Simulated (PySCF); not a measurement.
Bonds (- single, = double, # triple, : aromatic): C1=C2 1.314 Å, C2-Si3 1.849 Å, Si3-C4 1.941 Å, C4-C5 1.454 Å, C5-F6 1.354 Å, C5=C7 1.332 Å, C7-F8 1.332 Å, C7-F9 1.337 Å, C4-C2 1.516 Å. C1 carries H10, H11; Si3 carries H12, H13; C4 carries H14. Stereochemistry as in C=C1[SiH2][C@H]1C(F)=C(F)F. H12 is cis to C5 on the ring; H10 is cis to Si3; H13 is trans to C5 on the ring; H11 is trans to Si3.

Method: geometry: GFN2-xTB, shieldings: GIAO PBE0/pcSseg-1, in PySCF 2.14.0 with density-fitted response routines (a single conformation, relativity neglected, in vacuum).

Scale: ¹³C (σref 186.93), ¹H (σref 31.72), ²⁹Si (σref 349.16) vs TMS; ¹⁹F (σref 170.95) vs CFCl3 (reference shieldings calculated alike).

```csv
atoms,nucleus,count,Hirshfeld charge,δ (ppm)
C7,¹³C,1,0.13,168.2
H13,¹H,1,-0.05,3.60
C1,¹³C,1,-0.08,?
C2,¹³C,1,-0.10,143.1
F9,¹⁹F,1,-0.07,-135.8
F8,¹⁹F,1,-0.08,-106.3
C4,¹³C,1,-0.13,16.2
H10,¹H,1,0.05,?
H14,¹H,1,0.05,2.35
C5,¹³C,1,0.04,139.9
F6,¹⁹F,1,-0.08,-193.4
H11,¹H,1,0.05,?
H12,¹H,1,-0.05,?
Si3,²⁹Si,1,0.32,-138.8
```

**Question.** Estimate the values marked ?.

**Answer.** 
- C1: 139.5 ppm, terminal =CH2 carbon; the olefinic region
- H11: 7.04 ppm, hydrogen on a terminal =CH2 carbon; olefinic region
- H10: 6.85 ppm, hydrogen on a terminal =CH2 carbon; attached to an sp2 carbon and in the plane of the double bond
- H12: 3.60 ppm, hydrogen on a silicon bonded to 2 C, in a 3-membered ring

Shifts are as computed. Against solution values, carbons near 30 ppm lie about +3 ppm off and those near 130 ppm about +5 ppm. Of 1211 compounds with measured shifts, 218 miss one by over three times the rms of a fit or turn the order of signals round; such compounds aren't used in these exercises. Unscaled 19F shifts against computed CFCl3 carry errors that often reach 10 to 50 ppm.
